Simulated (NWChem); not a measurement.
Species: C2H5NOSi; SMILES C1=N[SiH2]CO1

```xyz
10

C      0.9181     1.0532     0.0000
N      1.3356    -0.1496     0.0000
Si    -0.0814    -1.1934     0.0000
C     -1.2979     0.2988     0.0000
O     -0.3865     1.4423     0.0000
H      1.5684     1.9299     0.0000
H     -0.1763    -2.0535     1.2081
H     -0.1763    -2.0535    -1.2081
H     -1.9307     0.3900    -0.8876
H     -1.9307     0.3900     0.8876
```
Atoms are numbered in this order, from 1.

Coordinates come from a B3LYP/6-31G* (spherical d) optimisation.

**Question.** Give the principal values of the shielding tensors (ppm) of C1, N2, Si3, C4, O5 from PBE0/pcSseg-1, GIAO (NWChem), with their diamagnetic and paramagnetic parts as GIAO splits them.

**Answer.** 
```csv
atom,σ11,σ22,σ33,isotropic,diamagnetic,paramagnetic
C1,-88.7,59.2,68.8,13.1,254.1,-241.0
N2,-127.9,-33.8,243.5,27.2,325.5,-298.3
Si3,300.4,354.8,419.5,358.2,880.4,-522.2
C4,101.4,103.8,191.0,132.1,251.0,-118.9
O5,-50.7,164.4,223.4,112.4,396.9,-284.5
```
